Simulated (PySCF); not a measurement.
# Substituent chemical shifts

Parent skeleton `[CH3:1][CH2:2][CH2:3][SiH2:4][SiH2:5][CH2:6][F:7]`; one hydrogen on atom 2 is replaced by X. Hydrogens on one atom are averaged.

PySCF 2.14.0 with density-fitted response routines calculation with geometry: GFN2-xTB and σ from GIAO-PBE0/pcSseg-1; non-relativistic Hamiltonian, in vacuum, one averaged value for each set of equivalent atoms, one conformer.

Referencing at the same level of theory: ¹³C and ²⁹Si and ¹H vs TMS; ¹⁹F against CFCl3.

Parent (X = H): C1 16.8, C2 25.7, C3 12.6, Si4 -72.4, Si5 -76.9, C6 77.9, F7 -292.6, H(C1) 1.05, H(C2) 1.67 ppm. Effects are Δδ = δ(X) − δ(H), positive for deshielding.

Known members:
```json
{"X": "ethynyl", "C1": "+7.2", "C2": "-0.2", "C3": "+7.5", "Si4": "-6.5", "Si5": "-5.3", "C6": "+1.1", "F7": "-2.1", "H(C1)": "+0.17", "H(C2)": "+0.87"}
{"X": "Cl", "C1": "+15.0", "C2": "+37.9", "C3": "+13.4", "Si4": "-5.8", "Si5": "-0.3", "C6": "+1.6", "F7": "-3.8", "H(C1)": "+0.49", "H(C2)": "+2.55"}
{"X": "OH", "C1": "+12.6", "C2": "+42.3", "C3": "+10.2", "Si4": "-10.8", "Si5": "+3.8", "C6": "+1.8", "F7": "-3.4", "H(C1)": "+0.21", "H(C2)": "+2.50"}
{"X": "NH2", "C1": "+17.1", "C2": "+25.0", "C3": "+10.7", "Si4": "-6.8", "Si5": "-2.6", "C6": "+2.9", "F7": "+1.3", "H(C1)": "+0.18", "H(C2)": "+1.16"}
```

Four more derivatives gave (Δδ, ppm):
```
compound     C1     C2     C3   Si4   Si5    C6    F7  H(C1)  H(C2)
       1  +17.6  +17.4  +15.2  -6.9  -2.5  +1.6  -4.1  +0.45  +1.07
       2   +4.2   -1.3   +5.9  -0.7  +0.1  -0.1  +0.3  +0.31  +0.63
       3  +10.6   +5.1   +8.7  -6.2  -5.3  +1.3  -2.6  -0.06  +0.00
       4  +10.7  +68.4  +10.5  -8.2  +2.9  -0.6  +0.0  +0.44  +3.24
```

**Question.** Their substituents are CH3, CN, F, SH. Which is which?

**Answer.** 1: X = SH (C[C@H](S)C[SiH2][SiH2]CF); 2: X = CN (C[C@H](C#N)C[SiH2][SiH2]CF); 3: X = CH3 (CC(C)C[SiH2][SiH2]CF); 4: X = F (C[C@@H](F)C[SiH2][SiH2]CF).

Unscaled 19F shifts against computed CFCl3 carry errors that often reach 10 to 50 ppm.
